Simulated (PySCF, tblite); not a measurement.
Isomers of C7H10F2Si, one GFN2-xTB conformer each. Single-point energies are computed at PBE0/pcSseg-1 (PySCF, gas phase, no added dispersion term), electronic only.

Task: Rank them by PBE0/pcSseg-1 energy, lowest first (kJ/mol).
A. `[CH:1]#[C:2][Si@:3]1([CH3:4])[CH2:5][C@H:6]([CH:7]([F:8])[F:9])[CH2:10]1` with C5–C6–C7–F8 -176°, C2–Si3–C5–C6 -98°, Si3–C5–C6–C7 103°, C5–C6–C10–Si3 13°, C2–Si3–C10–C6 99°
B. `[CH3:1][C@:2]1([SiH2:3][F:4])[CH:5]=[CH:6][C:7]([F:8])=[CH:9][CH2:10]1` with C1–C2–Si3–F4 60°, C1–C2–C5–C6 -154°, C5–C6–C7–F8 -167°, C7–C9–C10–C2 -32°, C1–C2–C10–C9 167°
C. `[F:1][CH:2]([F:3])[C:4]1=[CH:5][SiH2:6][C@H:7]2[CH2:8][C@@H:9]1[CH2:10]2` with F1–C2–C4–C5 -121°

Result: B (0.0), C (163.4), A (199.0).

As drawn, the lowest has an Si–F bond and a C=C bond outside aromatic rings, which the highest lacks; the highest has a four-membered ring, a C≡C bond and two fluorines on one carbon, which the lowest lacks. GFN2-xTB itself gives, in the same order: 0.0, 187.0, 357.7. Both levels put the same isomer lowest; measured from each level's own lowest isomer, the values differ by up to 158.7 kJ/mol (C#C[Si@]1(C)C[C@H](C(F)F)C1: 357.7 against 199.0).

Task: Which frontier levels, dipoles and rotational constants go with these structures?

Result: 
```csv
SMILES,"HOMO (eV, PBE0/pcSseg-1)",LUMO (eV),dipole (D),"A, B, C (MHz)"
C[C@]1([SiH2]F)C=CC(F)=CC1,-6.44,-1.27,1.94,"1880, 779.8, 709.0"
FC(F)C1=C[SiH2][C@H]2C[C@@H]1C2,-7.67,-0.73,2.43,"2079, 822.5, 676.4"
C#C[Si@]1(C)C[C@H](C(F)F)C1,-7.92,-0.27,3.09,"1709, 709.7, 614.8"
```

Task: What happens when harmonic zero-point energies from GFN2-xTB frequencies are added?

Result: 
| SMILES | ZPE (kJ/mol) | electronic (kJ/mol) | with ZPE (kJ/mol) |
| --- | --- | --- | --- |
| C[C@]1([SiH2]F)C=CC(F)=CC1 | 389.4 | 0.0 | 0.0 |
| FC(F)C1=C[SiH2][C@H]2C[C@@H]1C2 | 394.2 | 163.4 | 168.1 |
| C#C[Si@]1(C)C[C@H](C(F)F)C1 | 393.3 | 199.0 | 202.9 |

The zero-point energies span 4.8 kJ/mol. The order is unchanged.
